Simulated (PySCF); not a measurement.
## Br³¹⁺: ionisation energy

Br³¹⁺ [He] 2s2 → Br³²⁺ [He] 2s1 [2s1/2^1, M_J = 1/2], as a difference of total energies. All numbers are calculated (PySCF 2.14, the two-component X2C-1e Hamiltonian, in an even-tempered Gaussian basis (17 s from 12 bohr⁻², ratio 2.4; 11 p from 15 bohr⁻², ratio 2.4; 5 d from 49 bohr⁻², ratio 2.6; 4 f from 73 bohr⁻², ratio 2.6)). Correlated levels: nothing frozen; the 28 highest virtual spinors dropped. "Screened" scales the spin-orbit matrix elements by Boettger's factors to mimic the two-electron term; Breit and QED terms are absent.

```csv
method,ionisation energy (eV)
GHF (screened spin-orbit),3729.8
GMP2 (screened spin-orbit),3735.3
```

Problem. How much does correlation contribute at GMP2 (screened spin-orbit)?

Solution. 3735.3 − (3729.8) = 5.5 eV, measured against GHF (screened spin-orbit).

For this ion Breit and QED terms and the two-electron picture change, all absent here, outweigh the correlation shift from GHF to GMP2.

For comparison: 3735 ± 4 eV (semi-empirical (NIST evaluation); NIST Atomic Spectra Database, ionization energies).
